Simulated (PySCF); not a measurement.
Input file for PySCF: D3(BJ) and D4 dispersion corrections on C3H4O (a complex), monomers drawn apart or pushed together.

```python
from pyscf import gto
from pyscf.dispersion import dftd3, dftd4

mol = gto.M(
    atom='''
    C     0.44855402    0.04749817   -0.63770742
    C    -0.22974511   -0.02318858    0.34725695
    H     1.04223418    0.10927091   -1.51685729
    H    -0.81984812   -0.08466592    1.23547585
    C     0.34216221    0.05626591    3.50552372
    O    -0.82483285   -0.07614945    3.25201251
    H     1.10553273    0.13871950    2.70974223
    H     0.70766651    0.10197710    4.54786214
    ''',
    basis='def2-svp',
    charge=0, spin=0, verbose=0, max_memory=1800)
d3, d4 = {}, {}
for xc in ['hf', 'pbe', 'blyp', 'revpbe', 'tpss', 'r2scan', 'b3lyp', 'pbe0', 'bhlyp', 'camb3lyp', 'b2plyp']:
    d3[xc] = float(dftd3.DFTD3Dispersion(mol, xc=xc, version='d3bj', atm=False).get_dispersion()['energy'])
    print(f'D3(BJ) {xc:10s} {d3[xc]:14.8f} Eh')
for xc in ['hf', 'pbe', 'blyp', 'revpbe', 'tpss', 'r2scan', 'b3lyp', 'pbe0', 'bhlyp', 'camb3lyp', 'b2plyp']:
    d4[xc] = float(dftd4.DFTD4Dispersion(mol, xc={'camb3lyp': 'cam-b3lyp'}.get(xc, xc), atm=True).get_dispersion()['energy'])
    print(f'D4     {xc:10s} {d4[xc]:14.8f} Eh')
```

Output:

```
D3(BJ) hf            -0.03211171 Eh
D3(BJ) pbe           -0.00391227 Eh
D3(BJ) blyp          -0.00805338 Eh
D3(BJ) revpbe        -0.01014861 Eh
D3(BJ) tpss          -0.00484877 Eh
D3(BJ) r2scan        -0.00112266 Eh
D3(BJ) b3lyp         -0.00653499 Eh
D3(BJ) pbe0          -0.00331826 Eh
D3(BJ) bhlyp         -0.00492974 Eh
D3(BJ) camb3lyp      -0.00290012 Eh
D3(BJ) b2plyp        -0.00293054 Eh
D4     hf            -0.01265553 Eh
D4     pbe           -0.00338987 Eh
D4     blyp          -0.00751119 Eh
D4     revpbe        -0.01166033 Eh
D4     tpss          -0.00457917 Eh
D4     r2scan        -0.00091416 Eh
D4     b3lyp         -0.00535543 Eh
D4     pbe0          -0.00286225 Eh
D4     bhlyp         -0.00369168 Eh
D4     camb3lyp      -0.00286158 Eh
D4     b2plyp        -0.00238486 Eh
```

The run finished.

Cost: around 0.06 core-seconds (rough).
